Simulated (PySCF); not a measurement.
C7H5N3S.

```xyz
16

C     -0.1152    -3.3780     0.0000
C      1.1389    -2.7608     0.0000
N      1.2848    -1.4377     0.0000
C      0.1605    -0.7116     0.0000
C      0.2758     0.7559     0.0000
N      1.3839     1.4443     0.0000
C      1.1327     2.7844     0.0000
C     -0.1973     3.1384     0.0000
S     -1.1891     1.7285     0.0000
N     -1.0896    -1.2014     0.0000
C     -1.2216    -2.5252     0.0000
H     -0.2240    -4.4636     0.0000
H      2.0591    -3.3571     0.0000
H      1.9643     3.4915     0.0000
H     -0.6267     4.1388     0.0000
H     -2.2436    -2.9215     0.0000
```

The structure is a stationary point at B3LYP-D3(BJ)/def2-SVP. One conformer was computed; it need not be the lowest.

Method: PySCF with PBE0/pcSseg-1. Non-relativistic, no solvent.

Computed absolute GIAO shielding of each atom: isotropic value and principal components (ppm):
| atom | σ(iso) | σ11 | σ22 | σ33 | span |
|---|---|---|---|---|---|
| C1 | 58.8 | -55.9 | 59.0 | 173.2 | 229.1 |
| C2 | 19.4 | -96.1 | 8.3 | 146.1 | 242.2 |
| N3 | -69.8 | -358.6 | -141.0 | 290.2 | 648.8 |
| C4 | 18.4 | -76.9 | 15.6 | 116.5 | 193.4 |
| C5 | 9.9 | -48.9 | 15.1 | 63.4 | 112.3 |
| N6 | -112.5 | -447.5 | -116.7 | 226.7 | 674.2 |
| C7 | 34.2 | -42.7 | 39.9 | 105.4 | 148.1 |
| C8 | 50.5 | -41.1 | 53.8 | 138.7 | 179.8 |
| S9 | 196.9 | -10.2 | 208.0 | 392.8 | 403.0 |
| N10 | -63.3 | -311.1 | -147.3 | 268.6 | 579.7 |
| C11 | 21.2 | -92.8 | 10.3 | 146.0 | 238.8 |
| H12 | 24.2 | 22.5 | 23.4 | 26.8 | 4.3 |
| H13 | 22.2 | 18.4 | 22.2 | 26.1 | 7.7 |
| H14 | 23.1 | 19.6 | 22.7 | 27.2 | 7.6 |
| H15 | 23.9 | 21.4 | 23.7 | 26.6 | 5.2 |
| H16 | 22.4 | 18.5 | 22.6 | 26.2 | 7.7 |
